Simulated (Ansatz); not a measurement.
CH7BFGeN can be A, `N[B]([GeH3])CF`, or B, `B[N]([GeH3])CF`.

Program: Ansatz. Geometries: PBE0-D4/def2-TZVP. ΔE: electronic, gas phase. CBS: MP2 limit from def2 TZ/QZ plus the TZ coupled-cluster correction, frozen cores. DFT in def2-TZVPP. B3LYP here is the variant with VWN-RPA as its local correlation; programs differ in this. For Ge outer-core shells are correlated without core-valence functions, which leaves a few kJ/mol of doubt a bond. Scalar relativity is left out up to krypton. Each species was taken in one conformer, which may not be the lowest.

A:

```xyz
12

N    -0.331   -0.770   -1.477
B    -0.172   -0.049   -0.301
Ge    1.314   -0.583    1.036
C    -1.129    1.171   -0.003
F    -0.841    1.790    1.210
H    -1.033   -0.565   -2.172
H     0.248   -1.555   -1.720
H     2.101   -1.805    0.506
H     2.331    0.550    1.260
H     0.747   -0.971    2.413
H    -1.055    1.936   -0.787
H    -2.179    0.852    0.034
```

B:

```xyz
12

B     1.469    0.352   -0.695
N     0.257   -0.065   -0.141
Ge   -0.685    0.992    1.088
C    -0.363   -1.286   -0.533
F    -1.556   -1.029   -1.191
H     1.954    1.386   -0.335
H     2.006   -0.342   -1.512
H    -1.732    1.837    0.354
H     0.346    1.876    1.794
H    -1.367    0.016    2.059
H     0.289   -1.831   -1.219
H    -0.620   -1.907    0.331
```

Problem. Which isomer does CCSD(T)/CBS put lower? Give the gap. (An estimate is asked.)

Solution. Ansatz gave: A, by 6.8 kcal/mol.

Problem. Give E(B) − E(A) in kcal/mol with B2PLYP, ωB97M-V, CCSD(T)/def2-TZVPP, B3LYP, B3LYP-D4, PBE-D4, HF/def2-TZVPP. (Estimate.)

Solution. Computed: B2PLYP 6.1, ωB97M-V 7.2, CCSD(T)/def2-TZVPP 5.2, B3LYP 7.9, B3LYP-D4 7.2, PBE-D4 10.0, HF/def2-TZVPP 3.1. None reverses the order clearly.

Largest T1 diagnostic: 0.013.

In def2-TZVPP, CCSD(T) changes the Hartree–Fock value by +2.1 kcal/mol (the triples alone add −0.2 kcal/mol) and MP2 by +1.1 kcal/mol. From PBE to PBE0 (25 % exact exchange), in def2-TZVPP and without D4, E(B) − E(A) moves by −0.8 kcal/mol.
